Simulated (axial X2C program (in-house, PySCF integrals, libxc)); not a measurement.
## BAs along the bond: PBE0, two-component

Computed with an in-house all-electron X2C program for linear molecules (integrals from PySCF). Two-component (2c) means X2C with spin–orbit coupling and atomic mean-field two-electron Coulomb and Gaunt terms. Basis: As dyall-cv3z [9s9p6d4f1g], B dyall-v3z [7s6p2d1f] (cores contracted in-house); Gaussian nuclei, density fitting, unrestricted open shells. Masses: As 74.922 u, B 11.009 u.

State: Ω = 2 (⟨Sz⟩ = 1.00, ⟨Lz⟩ = 1.00 at PBE0). Dipoles are positive if B is the positive end.

```
R (Å)   μ (D)  HOMO (eV)  LUMO (eV)
1.603  -0.289      -7.18      -4.94
1.677  -0.249      -7.00      -4.79
1.732  -0.215      -6.88      -4.68
1.788  -0.178      -6.76      -4.59
1.843  -0.139      -6.65      -4.50
1.907  -0.090      -6.52      -4.40
1.972  -0.037      -6.41      -4.31
2.055   0.039      -6.27      -4.20
2.156   0.146      -6.11      -4.08
2.304   0.323      -5.89      -3.97
```

(1) The minimum lies at 1.841 Å. What is the dipole moment there, and its slope?

One determinant describes the state; a PBE0 search over occupations chose it and may have missed a lower one. Density functionals use the spin component along the axis (collinear). PBE0 can misorder states that lie within some tenths of an eV, so this need not be the ground state of the molecule. The nearest other 2c determinant of the search, Ω = 1, lies 0.14 eV up at the distance of the search. The functionals have no current-density term, which raises determinants with orbital currents, atoms included. With several unpaired electrons one determinant need not be a pure state. Open-shell Ω = 0 determinants with evenly filled partner blocks cannot be reached by this program, so the Ω shown need not be the lowest component.

## Answers

(1) At PBE0, 2c, with the sign and origin stated: μ = -0.14 D, dμ/dR = 0.73 D/Å.
